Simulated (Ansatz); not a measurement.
Results of the Gaussian-basis code of Ansatz.

C$_{3}$H$_{8}$SSi (`CC[Si]SC`) at its PBE0-D4/def2-TZVP geometry, where that method's forces vanish. Total charge 0; spin multiplicity 1.

```csv
atom,x (Å),y (Å),z (Å)
C1,-0.817,-0.058,-1.520
C2,-0.543,-1.083,-0.412
Si3,1.323,-1.491,-0.407
S4,2.122,-0.009,0.880
C5,0.829,1.023,1.626
H6,-0.455,-0.408,-2.492
H7,-1.887,0.137,-1.626
H8,-0.324,0.897,-1.321
H9,-0.917,-0.721,0.549
H10,-1.080,-2.011,-0.637
H11,0.220,0.437,2.312
H12,0.197,1.475,0.864
H13,1.333,1.812,2.185
```

(1) For each bond, give half the difference of the two atoms' forces along it (eV/Å; positive pushes the atoms apart) under PBE-D4, r2SCAN-D4, B3LYP-D4, ωB97M-V in def2-TZVPP. (Estimate.)

Answers

(1) The calculation gave: 
```tsv
bond	length (Å)	PBE-D4	r2SCAN-D4	B3LYP-D4	ωB97M-V
C1–C2	1.533	0.02	0.16	0.22	0.23
C1–H6	1.094	0.10	-0.04	-0.06	-0.07
C1–H7	1.093	0.11	-0.04	-0.09	-0.10
C1–H8	1.093	0.10	-0.04	-0.07	-0.07
C2–Si3	1.911	0.11	0.03	0.08	-0.05
C2–H9	1.093	0.10	-0.04	-0.09	-0.09
C2–H10	1.095	0.10	-0.04	-0.09	-0.07
Si3–S4	2.119	0.15	-0.01	0.14	0.05
S4–C5	1.815	0.15	0.20	0.28	0.11
C5–H11	1.089	0.11	-0.04	-0.08	-0.08
C5–H12	1.088	0.11	-0.04	-0.09	-0.07
C5–H13	1.090	0.08	-0.07	-0.09	-0.06
```

B3LYP here is the variant with VWN-RPA as its local correlation; programs differ in this.
